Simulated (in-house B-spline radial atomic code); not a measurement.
## LC-wPBE excitations of B3+

Method: LC-wPBE. Computed with a B-spline radial code for spherical atoms: linear response of the closed shell 1s2 with the functional's adiabatic kernel; scalar-relativistic (spin-free one-electron X2C), finite nucleus, no spin-orbit coupling, no double excitations, S, P, D and F terms only.

Command:
```bash
python run_td.py task.json out
```
Settings (radii: box in bohr, nucleus in fm):
```
Z                        5
electrons                2
configuration            1s2
hamiltonian              x2c
method                   lc_wpbe
box_radius               23.08
rms_radius               2.406
intervals                74
```

Time taken, with all properties: 0.2 s on 1 thread of Intel(R) Xeon(R) 6975P-C (Granite Rapids) (shared host).

The lowest states, in the order of their Tamm-Dancoff energies; the method's threshold (minus the highest occupied level) is 237.46 eV. Labels give the largest channel, * marks a mixed state, and oscillator strengths are full-response dipole values. Semilocal kernels can invert the small singlet-triplet splittings of Rydberg terms. Energies in eV:

| state | full response | Tamm-Dancoff | oscillator strength |
| --- | --- | --- | --- |
| 1s → 2s 3S | 186.55 | 186.56 | - |
| 1s → 2s 1S | 190.08 | 190.16 | - |
| 1s → 2p 3P | 191.68 | 191.70 | - |
| 1s → 2p 1P | ? | ? | ? |
| 1s → 3s 3S | 213.88 | 213.88 | - |
| 1s → 3s 1S | 214.91 | 214.94 | - |
| 1s → 3p 3P | 215.23 | 215.23 | - |
| 1s → 3d 3D | 215.70 | 215.70 | - |
| 1s → 3d 1D | ? | ? | - |
| 1s → 3p 1P | 215.91 | 215.91 | 0.128 |
| 1s → 4s 3S | 224.03 | 224.04 | - |
| 1s → 4f 3F | 224.26 | 224.26 | - |
| 1s → 4f 1F | 224.26 | 224.26 | - |
| 1s → 4s 1S | 224.48 | 224.49 | - |
| 1s → 4p 3P | 224.59 | 224.59 | - |
| 1s → 4d 3D | 224.75 | 224.75 | - |

Task: Where does 1s → 2p 1P lie?

Result: At 193.78 eV in full response, 193.79 eV in Tamm-Dancoff, oscillator strength 0.461.

Task: Where does 1s → 3d 1D lie?

Result: At 215.72 eV in full response, 215.72 eV in Tamm-Dancoff.

Task: How large is the singlet-triplet splitting of 1s → 2s (S terms) in Tamm-Dancoff?

Result: 3.6 eV, from the unrounded values.

Task: What polarisabilities and dispersion coefficient does the method give?

Result: Dipole 0.02049 bohr³, quadrupole 0.003806 bohr⁵, C6 0.002746 hartree·bohr⁶ for two such species.
